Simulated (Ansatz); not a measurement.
**How methods differ on BH2Br (SMILES BBr)**

BH2Br has 4 atoms, charge 0, and is taken as a singlet. As SMILES, `BBr`. The shape is that of a PBE0-D4/def2-TZVP optimisation.

```xyz
4

B    -0.1539    0.0250   -0.0969
Br    1.4701   -0.3634    0.7908
H    -1.1112   -0.6173    0.1917
H    -0.1495    0.8954   -0.9059
```

Quantity: the energy change with the B1–H3 bond stretched from 1.188 to 1.783 Å, in eV. The values are calculated.

```json
{"level": "HF/STO-3G (restricted)", "kind": "Hartree–Fock", "program": "Ansatz", "value (eV)": "3.34", "less FCI/STO-3G": "+0.87", "CPU time (all runs)": "0.26 s"}
{"level": "SVWN5/STO-3G (restricted)", "kind": "LDA", "program": "Ansatz", "value (eV)": "2.59", "less FCI/STO-3G": "+0.12", "CPU time (all runs)": "1.2 s"}
{"level": "BLYP/STO-3G (restricted)", "kind": "GGA", "program": "Ansatz", "value (eV)": "2.43", "less FCI/STO-3G": "-0.04", "CPU time (all runs)": "1.8 s"}
{"level": "BHLYP/STO-3G (restricted)", "kind": "global hybrid", "program": "Ansatz", "value (eV)": "2.98", "less FCI/STO-3G": "+0.51", "CPU time (all runs)": "1.8 s"}
{"level": "PBE0/STO-3G (restricted)", "kind": "global hybrid", "program": "Ansatz", "value (eV)": "2.76", "less FCI/STO-3G": "+0.29", "CPU time (all runs)": "1.9 s"}
{"level": "wB97M-V/STO-3G (restricted)", "kind": "range-separated hybrid", "program": "Ansatz", "value (eV)": "2.78", "less FCI/STO-3G": "+0.31", "CPU time (all runs)": "25 s"}
{"level": "B2PLYP/STO-3G (restricted)", "kind": "double hybrid", "program": "Ansatz", "value (eV)": "2.77", "less FCI/STO-3G": "+0.30", "CPU time (all runs)": "2.6 s"}
{"level": "RPA@PBE/STO-3G (restricted)", "kind": "RPA", "program": "Ansatz", "value (eV)": "2.44", "less FCI/STO-3G": "-0.03", "CPU time (all runs)": "2.7 s"}
{"level": "CCSDT/STO-3G (restricted)", "kind": "coupled cluster or CI", "program": "Ansatz", "value (eV)": "2.47", "less FCI/STO-3G": "0.00", "CPU time (all runs)": "0.72 s"}
{"level": "FCI/STO-3G", "kind": "exact in the basis", "program": "Ansatz", "value (eV)": "2.47", "less FCI/STO-3G": "0.00", "CPU time (all runs)": "11 s"}
```

FCI/STO-3G is exact within its basis and frozen core, so for wave-function methods in that basis the difference is their error; functionals converge differently with the basis, so for them it is only a difference. A spin-restricted reference rises too steeply as a bond breaks; here HF/STO-3G, BHLYP/STO-3G lie well above the multireference or unrestricted value. All-electron rows without a relativistic Hamiltonian named are non-relativistic. The first shape isn't each level's own minimum. The values span 2.43 to 3.34 eV. All rows use very small basis sets, so none should be taken for the real molecule's value. In the correlated wave-function rows the outer d shell of Br is correlated, in sets not made for it. Times are those of the runs behind each value, whatever else they computed, on shared processors of several kinds: orders of magnitude only.
